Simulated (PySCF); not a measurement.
**Identify the compound**

Molecular formula: C6H11N3. Simulated spectra:

1H NMR (400 MHz, computed): δ 3.28 (s, 3H), 2.67 (q, 2H), 2.34 (s, 3H), 1.12 (t, 3H).

13C{1H} NMR (computed): δ 154.7 (C), 150.1 (C), 29.7 (CH3), 22.0 (CH2), 15.6 (CH3), 12.9 (CH3).

Computed data (PySCF 2.14.0 with density-fitted response routines): GIAO B97-2/pcSseg-1 shieldings, PBE0-D3(BJ)/def2-SVP geometry. No relativistic terms, one conformer, no solvent, fast rotation and ring inversion assumed for equivalent nuclei.

Chemical shifts δ = σref − σ; 1H (σref 31.38) and 13C (σref 183.69) vs TMS, all at this level.

What is the structure?

## Answers


- The formula gives 3 degrees of unsaturation (1 ring in the answer).
- 6 carbon signals for 6 carbons: no two carbons are equivalent.
- Carbon types of the structure: 2 × C, 1 × CH2, 3 × CH3, which accounts for all hydrogens.
- δC 154.7, 150.1: substituted aromatic carbon next to a ring nitrogen.
- δC 29.7: methyl carbon bonded to N; the inductive effect lowers its shielding.
- δC 22.0: sp3 CH2 on an aromatic ring; a saturated carbon with 2 carbon neighbours and no heteroatom attached.
- δC 15.6: methyl carbon; aliphatic region, no heteroatom directly attached.
- δH 3.28: hydrogen on a methyl carbon bonded to N; its carbon carries N, hence the downfield position.
- δH 2.67: hydrogen on an sp3 CH2 on an aromatic ring; benzylic-type position, deshielded by the ring.
- δH 2.34: hydrogen on a methyl carbon on an aromatic ring; benzylic-type position, deshielded by the ring.

These data were computed for `InChI=1S/C6H11N3/c1-4-6-8-7-5(2)9(6)3/h4H2,1-3H3`.

The data come from this structure; uniqueness wasn't tested.

Shifts are as computed. Against solution values, carbons near 30 ppm lie about +1 ppm off and those near 130 ppm about +2 ppm (rms about the fit 1.9 ppm; single classes can miss by 10 ppm). Of 1328 compounds with measured shifts, 309 miss one by over three times the rms of a fit or turn the order of signals round; such compounds aren't used in these exercises. Signals without a measured value on file couldn't be tested in this way. Multiplicities follow the n + 1 count of equivalent neighbours, as no J values were calculated; m marks all less simple cases, F and P coupling included.
